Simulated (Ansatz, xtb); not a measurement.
System: CuH (charge -1, doublet). The spin state was set by rule; other spins were not relaxed. SMILES of the parent species: [CuH]
Coordinates optimised at B3LYP-D3(BJ)/def2-TZVP (Ansatz, a program for electronic structure):
```xyz
2

Cu     0.0000     0.0000    -0.0535
H      0.0000     0.0000     1.5529
```
Charge -1, spin multiplicity 2.

Harmonic wavenumbers from GFN2-xTB (xtb, at its own minimum), cm⁻¹: 1338.

**Question.** Give the harmonic wavenumbers at B3LYP-D3(BJ)/def2-TZVP (Ansatz, finite differences of forces, unscaled).

**Answer.** 1382 cm⁻¹. Zero-point energy 2.0 kcal/mol.

**Question.** From these and the geometry, give the ideal-gas thermochemistry at 298.15 K and 1 atm (rigid rotor, harmonic oscillator).

**Answer.** Point group C∞v, rotational symmetry number 1. Rotational constants 197.4, 197.4 GHz. S(trans) 38.41, S(rot) 8.84, S(vib) 0.02, S(elec, spin only) 1.38, S 48.7 cal/(mol K). H(298) - H(0) 2.08 kcal/mol; G - E(el) -10.5 kcal/mol.
